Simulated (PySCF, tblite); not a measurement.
Species: C4H4ClNO.
Geometry (GFN2-xTB, Å), atoms numbered from 1 in this order:
```xyz
11
C4H4ClNO angstrom
N     -1.668    2.213    0.399
C     -1.374    1.170    0.037
C     -1.007   -0.159   -0.391
C      0.250   -0.641    0.344
C      1.470    0.080   -0.141
O      1.576    0.791   -1.080
Cl     2.876   -0.278    0.874
H     -1.846   -0.830   -0.186
H     -0.827   -0.135   -1.469
H      0.152   -0.500    1.422
H      0.405   -1.708    0.166
```

Method used: B3LYP/def2-SVPD in PySCF (dipole) on a GFN2-xTB geometry, gas phase.

Take the most abundant isotopes and a rigid rotor. The values belong to one conformer with, in the numbering `[N:1]#[C:2][CH2:3][CH2:4][C:5](=[O:6])[Cl:7]`, C2–C3–C4–C5 -72°, C3–C4–C5–O6 -11°.

(1) Give the principal moments of inertia and the rotational constants in cm⁻¹.

(2) Classify the top.

(3) Is it planar, by Δ = Ic − Ia − Ib?

(4) Predict some low-J microwave lines.

(5) Estimate the classical rotational partition function at 10 K, 25 K and 298.15 K.

Answers

(1) Ia = 106.00, Ib = 450.03, Ic = 462.95 u·Å²; 505379 MHz·u·Å²/I gives 4768, 1123 and 1092 MHz, that is A = 0.15903, B = 0.03746, C = 0.03641 cm⁻¹.

(2) A near-prolate asymmetric top; Ray's κ = -0.983.

(3) Not planar: Δ = Ic − Ia − Ib = -93.08 u·Å². For a rigid frame Δ = −2 Σ m c², so Σ m c² = 46.54 u·Å² lies off the ab plane: 4.04 from hydrogen and 42.50 from heavier atoms. The atom farthest from that plane is 1.57 Å away.

(4) The dipole components are |μa| = 0.87 D, |μb| = 4.71 D, |μc| = 0.97 D. The squared components, which scale the intensities, stand as 0.03 : 1.00 : 0.04 (a : b : c). Some lines, for components of 0.1 D or more:

```json
{"type": "b", "branch": "R", "J(Ka,Kc)": "5(1,4) ← 4(2,3)", "MHz": "326", "lower level (cm⁻¹)": "1.227"}
{"type": "b", "branch": "R", "J(Ka,Kc)": "3(0,3) ← 2(1,2)", "MHz": "3030", "lower level (cm⁻¹)": "0.342"}
{"type": "b", "branch": "Q", "J(Ka,Kc)": "5(1,4) ← 5(0,5)", "MHz": "3901", "lower level (cm⁻¹)": "1.108"}
{"type": "b", "branch": "R", "J(Ka,Kc)": "2(1,2) ← 1(0,1)", "MHz": "8043", "lower level (cm⁻¹)": "0.074"}
{"type": "a", "branch": "R", "J(Ka,Kc)": "4(3,2) ← 3(3,1)", "MHz": "8859", "lower level (cm⁻¹)": "1.542"}
{"type": "a", "branch": "R", "J(Ka,Kc)": "5(4,2) ← 4(4,1)", "MHz": "11074", "lower level (cm⁻¹)": "2.692"}
{"type": "b", "branch": "Q", "J(Ka,Kc)": "5(2,4) ← 5(1,5)", "MHz": "11217", "lower level (cm⁻¹)": "1.222"}
{"type": "b", "branch": "R", "J(Ka,Kc)": "2(2,0) ← 1(1,1)", "MHz": "15426", "lower level (cm⁻¹)": "0.195"}
{"type": "b", "branch": "R", "J(Ka,Kc)": "3(2,1) ← 2(1,2)", "MHz": "17673", "lower level (cm⁻¹)": "0.342"}
{"type": "c", "branch": "Q", "J(Ka,Kc)": "4(3,2) ← 4(2,2)", "MHz": "18299", "lower level (cm⁻¹)": "1.227"}
{"type": "b", "branch": "R", "J(Ka,Kc)": "3(3,1) ← 2(2,0)", "MHz": "24946", "lower level (cm⁻¹)": "0.710"}
{"type": "c", "branch": "R", "J(Ka,Kc)": "5(3,3) ← 4(2,3)", "MHz": "29376", "lower level (cm⁻¹)": "1.227"}
```

(5) Point group C1, symmetry number σ = 1; q = (√π/σ)·√((kT/h)³/(ABC)), k/h = 20836.6 MHz/K: 2210 at 10 K, 8720 at 25 K, 359000 at 298.15 K.

Its GFN2-xTB frequencies are all real (lowest 34 cm⁻¹). These are rigid-rotor constants of the computed structure; measured ground-state constants (B0) also hold zero-point vibration. Quadrupole hyperfine structure (14N, 35Cl) is left out.
